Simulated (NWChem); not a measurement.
Molecule: SiH4Te; SMILES [SiH3][TeH]

Computed with NWChem. Structure relaxed at the PBE0/def2-SVP level. def2 effective core potentials on Te; no spin-orbit coupling. Vertical excitations in the gas phase; the lowest state need not have the same character in each row.

| level | lowest excitation, singlet (eV) | oscillator strength of that lowest state | lowest state with f > 0.02, singlet (eV) | oscillator strength of that bright state | orbital gap (eV) |
|---|---|---|---|---|---|
| PBE/def2-SVPD, full TDDFT | 4.01 | 0.001 | 4.43 | 0.026 | 3.86 |
| B3LYP/def2-SVPD, full TDDFT | 4.10 | 0.000 | 4.62 | 0.028 | 5.20 |
| BHandHLYP/def2-SVPD, full TDDFT | 4.29 | 0.000 | 4.99 | 0.029 | 7.27 |
| PBE0/def2-SVPD, full TDDFT | [?] | 0.001 | [?] | 0.028 | [?] |

Task: What belongs in the gaps?

Result: 
- PBE0/def2-SVPD, full TDDFT, lowest excitation, singlet (eV): 4.21
- PBE0/def2-SVPD, full TDDFT, lowest state with f > 0.02, singlet (eV): 4.79
- PBE0/def2-SVPD, full TDDFT, orbital gap (eV): 5.65
